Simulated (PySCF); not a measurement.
# Al (aluminium, neutral) across methods

[Ne] 3s2 3p1, 2P determinant. All numbers are calculated (PySCF 2.14, the non-relativistic Hamiltonian (point nucleus), in aug-cc-pV(Q+d)Z with one added diffuse shell each of s, p, d, f, g type (8s7p6d4f3g, 114 functions)).

```json
{"method": "PBE0", "E (hartree)": "-242.2548", "mean ε 3s α (eV)": "-8.973", "mean ε 3s β (eV)": "-8.166", "mean ε 3p α (eV)": "-3.908", "Σ⟨r²⟩ (bohr²)": "32.52", "⟨S²⟩": "0.757"}
{"method": "PBE", "E (hartree)": "-242.2333", "mean ε 3s α (eV)": "-7.885", "mean ε 3s β (eV)": "-7.289", "mean ε 3p α (eV)": "-3.093", "Σ⟨r²⟩ (bohr²)": "32.75", "⟨S²⟩": "0.755"}
{"method": "r2SCAN", "E (hartree)": "-242.3365", "mean ε 3s α (eV)": "-8.032", "mean ε 3s β (eV)": "-7.374", "mean ε 3p α (eV)": "-3.349", "Σ⟨r²⟩ (bohr²)": "32.42", "⟨S²⟩": "0.763"}
{"method": "r2SCAN0", "E (hartree)": "-242.3341", "mean ε 3s α (eV)": "-9.052", "mean ε 3s β (eV)": "-8.202", "mean ε 3p α (eV)": "-4.093", "Σ⟨r²⟩ (bohr²)": "32.36", "⟨S²⟩": "0.763"}
{"method": "LDA", "E (hartree)": "-241.3172", "mean ε 3s α (eV)": "-8.008", "mean ε 3s β (eV)": "-7.424", "mean ε 3p α (eV)": "-3.011", "Σ⟨r²⟩ (bohr²)": "32.89", "⟨S²⟩": "0.752"}
{"method": "UHF", "E (hartree)": "-241.88045", "mean ε 3s α (eV)": "-11.580", "mean ε 3s β (eV)": "-9.890", "mean ε 3p α (eV)": "-5.944", "Σ⟨r²⟩ (bohr²)": "33.21", "⟨S²⟩": "0.771"}
{"method": "M06", "E (hartree)": "-242.3552", "mean ε 3s α (eV)": "-8.870", "mean ε 3s β (eV)": "-8.110", "mean ε 3p α (eV)": "-3.519", "Σ⟨r²⟩ (bohr²)": "32.34", "⟨S²⟩": "0.752"}
```

Estimate the same row for M06-2X.

E (hartree) = -242.3498; mean ε 3s α (eV) = -9.895; mean ε 3s β (eV) = -9.152; mean ε 3p α (eV) = -4.305; Σ⟨r²⟩ (bohr²) = 32.71; ⟨S²⟩ = 0.753.
